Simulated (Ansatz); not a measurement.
Cu (SMILES [Cu]), doublet.

Input for Ansatz (a first-principles code):
Ansatz 0.2 input:
```yaml
crystal:
  periodic: [false, false, false]
  atoms:
    - {symbol: Cu, position_ang: [0.00000000, 0.00000000, 0.00000000]}
basis:
  gaussian:
    orbitals: cc-pVQZ
hamiltonian:
  xc: blyp
magnetization: {spin_polarized: true, initial_magnetization: 1}
```

Task: What does this run give for the number of basis functions, <S^2>?

Result: 
```
Quantity                   Result
-------------------------  ------
number of basis functions     104
<S^2>                       0.751
```
